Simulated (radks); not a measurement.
Task: The table gives one normalised radial function P(r) = r R(r) of H in 2p1 (r in bohr). Calculated with a radial shooting solver on a logarithmic mesh with Libxc functionals: non-relativistic Kohn-Sham, TASK exchange with Perdew-Wang LDA correlation, spin-polarised, spherical densities, point nucleus; open shells are filled with parallel spins first; meta-GGA in the generalised Kohn-Sham scheme.

r,P
0.08006,0.0010
0.09701,0.0014
0.1166,0.0020
0.1402,0.0029
0.1685,0.0041
0.2041,0.0059
0.2454,0.0084
0.2949,0.0118
0.3574,0.0168
0.4296,0.0235
0.5163,0.0326
0.6256,0.0455
0.752,0.0622
0.904,0.0842
1.087,0.1122
1.317,0.1477
1.583,0.1885
1.902,0.2365
2.305,0.2927
2.771,0.3486
3.33,0.3992
4.035,0.4350
4.85,0.4402
5.83,0.4059
7.008,0.3298
8.491,0.2238
10.21,0.1305
12.27,0.0657
14.87,0.0272
17.87,0.0095

Which n and l does it have? It may be an empty orbital.

Result: n = 2, l = 1: the number of nodes gives n - l - 1 = 0, the rise at small r (about r^(l+1)) gives l, and the extent must fit the shell. The curve is that of 2p up; the table hardly tells the two spins apart. 2p up: eigenvalue -1.705 eV, 0 radial nodes, <r> = 5.27 bohr, 90 % of the charge inside 8.11 bohr.
